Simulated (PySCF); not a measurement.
Species: TMS, C4H12Si.
Cartesian coordinates in Å at the GFN2-xTB level; atoms count from 1:
```
atom  x, y, z in Å
C1    -0.407   -1.213   -1.419
Si2   -0.001   -0.001   -0.002
C3     0.008    1.786   -0.675
C4    -1.320   -0.155    1.370
C5     1.716   -0.416    0.722
H6    -1.380   -1.004   -1.853
H7    -0.419   -2.242   -1.070
H8     0.327   -1.148   -2.217
H9     0.242    2.502    0.106
H10   -0.958    2.058   -1.089
H11    0.746    1.908   -1.462
H12   -2.312    0.075    0.994
H13   -1.351   -1.160    1.779
H14   -1.117    0.526    2.192
H15    1.746   -1.426    1.117
H16    2.493   -0.337   -0.033
H17    1.977    0.259    1.531
```

Jobs on this species (17 atoms, 50 electrons) with PySCF (density fitting). Hardware of each: one thread, Intel Xeon at 2.30 GHz (x86_64), shared host. The host was shared with other jobs, so the times are rough. Peak memory is the resident size of the whole Python process, interpreter and libraries included.

Question: Rank these jobs by wall time, shortest first.
A. X3LYP/ANO-RCC-VDZP; shieldings; 134 basis functions
B. LDA/pcseg-1; shieldings; 134 basis functions
C. HF/pcseg-1; shieldings; 134 basis functions
D. HSE06/ANO-RCC-VDZP; shieldings; 134 basis functions

Answer: C (3.6 s), B (9.2 s), A (17 s), D (62 s).

All jobs:

```tsv
level and settings	work	basis functions	SCF cycles	wall time	peak memory
HF/pcseg-1	shieldings	134	8	3.6 s	0.79 GiB
LDA/pcseg-1	shieldings	134	12	9.2 s	0.79 GiB
PBE/pcseg-1	shieldings	134	12	12 s	0.79 GiB
X3LYP/ANO-RCC-VDZP	shieldings	134	11	17 s	0.86 GiB
wB97X/ANO-RCC-VDZP	shieldings	134	10	27 s	0.97 GiB
HCTH407/ANO-RCC-VDZP	shieldings	134	12	43 s	0.88 GiB
OLYP/ANO-RCC-VDZP	shieldings	134	12	43 s	0.88 GiB
PW91/ANO-RCC-VDZP	shieldings	134	12	43 s	0.88 GiB
HSE06/ANO-RCC-VDZP	shieldings	134	12	62 s	0.96 GiB
```

Question: What do all jobs in the table cost together?

Answer: About 4.3 min; the longest takes about 24 % of that, and about 17 times as long as the shortest.
